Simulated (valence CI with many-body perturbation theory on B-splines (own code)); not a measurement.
## Sm LVI: calculated level list

Level of theory: configuration interaction combined with many-body perturbation theory (CI+MBPT): five valence electrons over a frozen Dirac-Fock core [He], a basis of 11 s, 11 p, 10 d, 8 f, 5 g, 2 h functions for each j, with the one-electron correlation potential Σ1, the two-electron term Σ2, the three-electron term Σ3, Breit, model QED; selected CI, second order for the rest, scaled by the run's own slope (own B-spline code, finite nucleus).

No measured spectrum was set against this ion. As an estimate, large intervals hold to a few tenths of a per cent, small ones and those within an open d or f shell to about a per cent. Among the levels kept, up to 7200 cm⁻¹ of a level comes from second order outside the variational space, and about a tenth of that is noise between levels of different J, which matters for small intervals.

Levels 1 to 45 of 201, with energies above the lowest level, (2s^2 2p1/2^2 2p3/2) J=3/2. "Leading %" is the weight of the configuration and term that name the level; weights of strongly mixed levels are sums over their largest components and can fall short. In the jj column 3d3/2^4 stands for four electrons in 3d with j = 3/2.

| No. | Configuration | Term | J | E (Ry) | Leading % | Leading jj | g | Second component |
| --- | --- | --- | --- | --- | --- | --- | --- | --- |
| 1 | 2s²2p³ | ²P° | 3/2 | 0.00 | 48 | 2s^2 2p1/2^2 2p3/2 (100 %) | 1.336 | 27 % 2s²2p³ ²D° |
| 2 | 2s²2p³ | ⁴S° | 3/2 | 44.88 | 55 | 2s^2 2p1/2 2p3/2^2 (100 %) | 1.440 | 45 % 2s²2p³ ²D° |
| 3 | 2s²2p³ | ²D° | 5/2 | 46.49 | 100 | 2s^2 2p1/2 2p3/2^2 (100 %) | 1.174 |  |
| 4 | 2s²2p³ | ²P° | 1/2 | 49.36 | 100 | 2s^2 2p1/2 2p3/2^2 (100 %) | 0.632 |  |
| 5 | 2s2p⁴ | ⁴P | 5/2 | 64.37 | 72 | 2s 2p1/2^2 2p3/2^2 (100 %) | 1.463 | 28 % 2s2p⁴ ²D |
| 6 | 2s2p⁴ | ²S | 1/2 | 70.48 | 63 | 2s 2p1/2^2 2p3/2^2 (99 %) | 2.044 | 28 % 2s2p⁴ ⁴P |
| 7 | 2s2p⁴ | ²P | 3/2 | 70.59 | 48 | 2s 2p1/2^2 2p3/2^2 (99 %) | 1.184 | 36 % 2s2p⁴ ²D |
| 8 | 2s²2p³ | ²P° | 3/2 | 94.35 | 52 | 2s^2 2p3/2^3 (99 %) | 1.288 | 28 % 2s²2p³ ²D° |
| 9 | 2s2p⁴ | ⁴P | 3/2 | 110.91 | 83 | 2s 2p1/2 2p3/2^3 (100 %) | 1.578 | 12 % 2s2p⁴ ²D |
| 10 | 2s2p⁴ | ²D | 5/2 | 113.60 | 72 | 2s 2p1/2 2p3/2^3 (100 %) | 1.284 | 28 % 2s2p⁴ ⁴P |
| 11 | 2s2p⁴ | ²P | 1/2 | 117.07 | 63 | 2s 2p1/2 2p3/2^3 (99 %) | 1.381 | 36 % 2s2p⁴ ⁴P |
| 12 | 2s2p⁴ | ²D | 3/2 | 117.82 | 52 | 2s 2p1/2 2p3/2^3 (100 %) | 1.032 | 46 % 2s2p⁴ ²P |
| 13 | 2p⁵ | ²P° | 3/2 | 139.33 | 99 | 2p1/2^2 2p3/2^3 (99 %) | 1.309 |  |
| 14 | 2s2p⁴ | ²S | 1/2 | 163.20 | 36 | 2s 2p3/2^4 (99 %) | 1.831 | 36 % 2s2p⁴ ⁴P |
| 15 | 2p⁵ | ²P° | 1/2 | 186.01 | 100 | 2p1/2 2p3/2^4 (100 %) | 0.632 |  |
| 16 | 2s²2p²3s | ⁴P | 1/2 | 449.96 | 47 | 2s^2 2p1/2^2 3s (100 %) | 2.004 | 30 % 2s²2p²3s ²S |
| 17 | 2s²2p²3p | ²P° | 1/2 | 455.86 | 45 | 2s^2 2p1/2^2 3p1/2 (100 %) | 0.652 | 39 % 2s²2p²3p ⁴D° |
| 18 | 2s²2p²3p | ²P° | 3/2 | 470.16 | 33 | 2s^2 2p1/2^2 3p3/2 (99 %) | 1.327 | 21 % 2s²2p²3p ⁴D° |
| 19 | 2s²2p²3d | ²D | 3/2 | 475.63 | 41 | 2s^2 2p1/2^2 3d3/2 (100 %) | 0.785 | 33 % 2s²2p²3d ⁴F |
| 20 | 2s²2p²3d | ²D | 5/2 | 480.01 | 35 | 2s^2 2p1/2^2 3d5/2 (100 %) | 1.193 | 19 % 2s²2p²3d ⁴D |
| 21 | 2s²2p²3s | ⁴P | 3/2 | 495.53 | 88 | 2s^2 2p1/2 2p3/2 3s (100 %) | 1.662 | 10 % 2s²2p²3s ²P |
| 22 | 2s²2p²3s | ²P | 1/2 | 496.15 | 67 | 2s^2 2p1/2 2p3/2 3s (100 %) | 1.299 | 33 % 2s²2p²3s ⁴P |
| 23 | 2s²2p²3s | ²D | 5/2 | 496.88 | 64 | 2s^2 2p1/2 2p3/2 3s (100 %) | 1.321 | 36 % 2s²2p²3s ⁴P |
| 24 | 2s²2p²3s | ²D | 3/2 | 497.27 | 63 | 2s^2 2p1/2 2p3/2 3s (100 %) | 0.969 | 35 % 2s²2p²3s ²P |
| 25 | 2s²2p²3p | ⁴P° | 1/2 | 501.37 | 48 | 2s^2 2p1/2 2p3/2 3p1/2 (100 %) | 1.728 | 28 % 2s²2p²3p ⁴D° |
| 26 | 2s²2p²3p | ⁴D° | 3/2 | 501.81 | 56 | 2s^2 2p1/2 2p3/2 3p1/2 (100 %) | 1.136 | 22 % 2s²2p²3p ²D° |
| 27 | 2s²2p²3p | ²F° | 5/2 | 502.76 | 48 | 2s^2 2p1/2 2p3/2 3p1/2 (99 %) | 1.061 | 31 % 2s²2p²3p ²D° |
| 28 | 2s²2p²3p | ²P° | 3/2 | 505.02 | 42 | 2s^2 2p1/2 2p3/2 3p1/2 (99 %) | 1.322 | 26 % 2s²2p²3p ²D° |
| 29 | 2s2p³3s | ⁴P° | 5/2 | 512.10 | 41 | 2s 2p1/2^2 2p3/2 3s (86 %) | 1.592 | 26 % 2s2p³3s ⁶S° |
| 30 | 2s2p³3s | ²P° | 3/2 | 513.93 | 31 | 2s 2p1/2^2 2p3/2 3s (90 %) | 1.452 | 25 % 2s2p³3s ⁴S° |
| 31 | 2s²2p²3p | ²P° | 1/2 | 515.17 | 34 | 2s^2 2p1/2 2p3/2 3p3/2 (93 %) | 1.559 | 30 % 2s²2p²3p ⁴P° |
| 32 | 2s²2p²3p | ⁴D° | 5/2 | 515.49 | 49 | 2s^2 2p1/2 2p3/2 3p3/2 (88 %) | 1.432 | 27 % 2s²2p²3p ⁴P° |
| 33 | 2s²2p²3p | ²D° | 3/2 | 515.80 | 53 | 2s^2 2p1/2 2p3/2 3p3/2 (99 %) | 1.154 | 23 % 2s²2p²3p ⁴P° |
| 34 | 2s²2p²3p | ²F° | 7/2 | 516.33 | 64 | 2s^2 2p1/2 2p3/2 3p3/2 (100 %) | 1.227 | 36 % 2s²2p²3p ⁴D° |
| 35 | 2s²2p²3p | ⁴S° | 3/2 | 517.18 | 23 | 2s^2 2p1/2 2p3/2 3p3/2 (71 %) | 1.392 | 16 % 2s²2p²3p ²P° |
| 36 | 2s²2p²3p | ²P° | 1/2 | 517.88 | 22 | 2s 2p1/2^2 2p3/2 3s (62 %) | 0.751 | 21 % 2s2p³3s ⁴D° |
| 37 | 2s²2p²3p | ²D° | 5/2 | 518.03 | 63 | 2s^2 2p1/2 2p3/2 3p3/2 (98 %) | 1.191 | 17 % 2s²2p²3p ²F° |
| 38 | 2s2p³3p | ⁴P | 3/2 | 518.88 | 29 | 2s 2p1/2^2 2p3/2 3p1/2 (97 %) | 1.694 | 23 % 2s2p³3p ⁶P |
| 39 | 2s2p³3p | ²D | 5/2 | 518.93 | 24 | 2s 2p1/2^2 2p3/2 3p1/2 (96 %) | 1.357 | 18 % 2s2p³3p ⁴D |
| 40 | 2s2p³3s | ²P° | 3/2 | 519.14 | 22 | 2s 2p1/2^2 2p3/2 3s (79 %) | 1.385 | 15 % 2s2p³3s ⁴S° |
| 41 | 2s²2p²3p | ²P° | 1/2 | 519.84 | 59 | 2s^2 2p1/2 2p3/2 3p3/2 (69 %) | 0.728 | 11 % 2s2p³3s ⁴D° |
| 42 | 2s²2p²3d | ⁴F | 3/2 | 521.33 | 43 | 2s^2 2p1/2 2p3/2 3d3/2 (98 %) | 0.932 | 27 % 2s²2p²3d ²P |
| 43 | 2s²2p²3d | ⁴F | 5/2 | 521.49 | 53 | 2s^2 2p1/2 2p3/2 3d3/2 (98 %) | 0.962 | 39 % 2s²2p²3d ²F |
| 44 | 2s²2p²3d | ⁴D | 1/2 | 521.66 | 79 | 2s^2 2p1/2 2p3/2 3d3/2 (100 %) | 0.249 | 14 % 2s²2p²3d ²P |
| 45 | 2s²2p²3d | ²G | 7/2 | 522.57 | 51 | 2s^2 2p1/2 2p3/2 3d3/2 (97 %) | 1.022 | 25 % 2s²2p²3d ²F |

The ionisation energy to 2s²2p² ³P0 of the next ion comes out as 11337 eV (NIST: 11337 ± 5 eV (theoretical)). All 201 levels together are meant to be complete up to 609.87 Ry.
